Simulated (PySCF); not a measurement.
Vertical excitations of a molecule CH6ClNOSi from TDDFT-PBE/def2-SVPD in PySCF 2.14.0, as energy in eV (oscillator strength): 5.89 (0.030), 6.72 (0.051), 6.82 (0.028), 6.86 (0.004), 7.15 (0.012), 7.21 (0.018), 7.49 (0.062), 7.67 (0.005), 7.81 (0.006), 7.84 (0.002). Lowest triplet (TDA): 5.71 eV. Geometry: PBE0-D3(BJ)/def2-SVP. Other conformers were not sampled.

**Question.** Which molecule gave these data?
A) C[Si](N)(O)Cl
B) CO[Si@@H](N)Cl
C) NC[Si@H](O)Cl
D) CN[Si@H](O)Cl

**Answer.** A, C[Si](N)(O)Cl
